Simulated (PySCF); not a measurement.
Vertical excitations of a molecule C3H6FNSi from PySCF with TDDFT-LC-ωPBE/def2-SVPD, as energy in eV (oscillator strength): 6.06 (0.004), 6.48 (0.041), 7.02 (0.385), 7.04 (0.001), 7.15 (0.004), 7.49 (0.010), 7.61 (0.001), 7.88 (0.008), 8.00 (0.015), 8.18 (0.003). Lowest triplet (TDA): 3.87 eV. Coordinates come from a r2SCAN-D4/def2-SVP optimisation. The values are those of a single conformer.

**Question.** Which structure fits?
A. C[C@H]1N=C[Si@H]1F
B. F/C=C1/CN[SiH2]1
C. C=C=C(F)N[SiH3]
D. C#CCN[SiH2]F

**Answer.** B, F/C=C1/CN[SiH2]1
